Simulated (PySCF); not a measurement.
C6H15O3 (cation, charge +1), SMILES COCC[OH+]CCOC, GFN2-xTB optimised geometry.

```
24

C      3.24     0.34    -3.59
O      2.02    -0.39    -3.65
C      1.46    -0.47    -4.95
C      0.11    -1.16    -4.73
O     -0.46    -0.48    -3.58
C     -1.37    -1.22    -2.74
C     -1.21    -0.59    -1.35
O      0.19    -0.48    -1.18
C      0.58     0.20     0.00
H      3.08     1.38    -3.91
H      4.00    -0.12    -4.21
H      3.55     0.32    -2.55
H      1.32     0.54    -5.37
H      2.09    -1.06    -5.63
H     -0.56    -1.04    -5.58
H      0.26    -2.22    -4.50
H      0.36    -0.30    -2.97
H     -1.09    -2.27    -2.71
H     -2.38    -1.11    -3.13
H     -1.68     0.40    -1.31
H     -1.67    -1.22    -0.58
H      1.67     0.20     0.00
H      0.21     1.22     0.00
H      0.22    -0.32     0.89
```

Density from B3LYP/def2-SVP in PySCF at that geometry.

Minimum of the electron density along straight lines between bonded atoms, close to the bond critical point (lines longer than 1.1 times the sum of covalent radii, or with two minima, are not listed):

| bond | length / Å | ρ at the minimum / e bohr⁻³ | ∇²ρ there / e bohr⁻⁵ | position (fraction from the first atom) |
|---|---|---|---|---|
| C1–O2 | 1.416 | 0.245 | -0.25 | 0.34 |
| O2–C3 | 1.414 | 0.261 | -0.50 | 0.65 |
| C3–C4 | 1.528 | 0.254 | -0.62 | 0.48 |
| C4–O5 | 1.447 | 0.222 | -0.11 | 0.33 |
| O5–C6 | 1.447 | 0.222 | -0.11 | 0.67 |
| C6–C7 | 1.528 | 0.254 | -0.62 | 0.52 |
| C7–O8 | 1.414 | 0.261 | -0.50 | 0.35 |
| O8–C9 | 1.416 | 0.245 | -0.25 | 0.66 |
| C1–H10 | 1.094 | 0.282 | -1.08 | 0.64 |
| C1–H11 | 1.092 | 0.284 | -1.10 | 0.64 |
| C1–H12 | 1.087 | 0.287 | -1.14 | 0.65 |
| C3–H13 | 1.099 | 0.282 | -1.08 | 0.64 |
| C3–H14 | 1.096 | 0.283 | -1.10 | 0.65 |
| C4–H15 | 1.091 | 0.288 | -1.16 | 0.66 |
| C4–H16 | 1.093 | 0.286 | -1.13 | 0.65 |
| O5–H17 | 1.041 | 0.273 | … | 0.83 |
| C6–H18 | 1.093 | 0.286 | -1.13 | 0.65 |
| C6–H19 | 1.091 | 0.288 | -1.16 | 0.66 |
| C7–H20 | 1.099 | 0.282 | -1.08 | 0.64 |
| C7–H21 | 1.096 | 0.283 | -1.10 | 0.65 |
| C9–H22 | 1.087 | 0.287 | -1.14 | 0.65 |
| C9–H23 | 1.094 | 0.282 | -1.08 | 0.64 |
| C9–H24 | 1.092 | 0.284 | -1.10 | 0.64 |

**Question.** Some entries are withheld; supply them.

**Answer.** 
- O5–H17, ∇²ρ there / e bohr⁻⁵: -1.71
